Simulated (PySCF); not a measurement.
Predicted microwave data (PBE0/pcSseg-1 in PySCF (dipole) on a GFN2-xTB geometry, gas phase) for one isomer of C8H6FP:

| Quantity | Value |
| --- | --- |
| Rotational constants | A = 3547, B = 636.1, C = 559.6 MHz |
| Dipole components | \|μa\| = 1.21 D, \|μb\| = 1.14 D, \|μc\| = 0.32 D |
| Inertial defect | -33.94 u·Å² |
| κ | -0.95 |

Question: Which structure is it? (One computed conformer of each.)
A. `[F:1][c:2]1[cH:3][cH:4][c:5]([P:6]2[CH:7]=[CH:8]2)[cH:9][cH:10]1` with C4–C5–P6–C7 39°
B. `Fc1c[pH]c2ccccc12`

Answer: A. It is Fc1ccc(P2C=C2)cc1, a near-prolate asymmetric top, point group C1. The candidates at the same level (rigid rotor, commonest isotopes):

| SMILES | A (MHz) | B (MHz) | C (MHz) | μa (D) | μb (D) | μc (D) | Δ (u·Å²) | point group | rotor |
| --- | --- | --- | --- | --- | --- | --- | --- | --- | --- |
| Fc1c[pH]c2ccccc12 | 1780 | 1174 | 711.0 | 1.16 | 0.68 | 0.63 | -3.80 | – | asymmetric top |
| Fc1ccc(P2C=C2)cc1 | 3547 | 636.1 | 559.6 | 1.21 | 1.14 | 0.32 | -33.94 | C1 | near-prolate asymmetric top |

`Fc1c[pH]c2ccccc12` has B 85 % too high. No structure here is proved a minimum.
